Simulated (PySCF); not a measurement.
Computed shifts of a molecule C3H7NSi, PBE/pcSseg-1 (PySCF), GIAO, gas phase, atoms alike by connectivity averaged where their shifts nearly agree, in ppm (number of nuclei): ²⁹Si: -62.7 (1). ¹⁵N: 102.3 (1). ¹³C: 151.8 (1), 112.4 (1), 66.4 (1). ¹H: 6.74 (1), 5.73 (1), 5.07 (3), 4.71 (1), 4.59 (1). References: ²⁹Si against TMS (σ = 335.4 ppm); ¹⁵N against NH3 (σ = 267.0 ppm); ¹³C against TMS (σ = 182.0 ppm); ¹H against TMS (σ = 31.49 ppm), references at their B3LYP-D3(BJ)/def2-TZVP geometries, non-relativistic. The structure is a stationary point at TPSSh-D3(BJ)/def2-SVP. One conformer was computed; it need not be the lowest.

Task: Which molecule gave these data?
A) CC1=NC[SiH2]1
B) NC=C=C[SiH3]
C) [SiH3]N1C=CC1
D) C1=C[SiH2]NC1

Result: C, [SiH3]N1C=CC1
